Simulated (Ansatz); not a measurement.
Basis-set extrapolation for `C#CN[SiH3]` (PBE0-D4/def2-TZVP geometry, frozen core, Ansatz 0.2.0). Multiplicity 1, RHF reference.

|  | def2-TZVPP | def2-QZVPP |
| --- | --- | --- |
| HF | -422.038509 | -422.053734 |
| MP2 correlation | -0.634088 | -0.677824 |
| CCSD(T) correlation | -0.696108 | not run |

Energies in hartree. Use E(X) = E(∞) + A·exp(−7.88·√X) for Hartree–Fock and E(X) = E(∞) + B·X^(−2.97) for correlation, with X = 3 and 4, and add CCSD(T) minus MP2 of the smaller set to the MP2 limit.

Q: What is the CCSD(T) energy at the basis-set limit?

A: HF limit: -422.053734 + (-0.015225) × 0.13774 = -422.05583. MP2 limit: -0.677824 + (-0.043736) × 0.74074 = -0.71022. Higher-order term: -0.696108 − (-0.634088) = -0.06202. Total: -422.82807 hartree, 2.54 eV below CCSD(T)/def2-TZVPP.
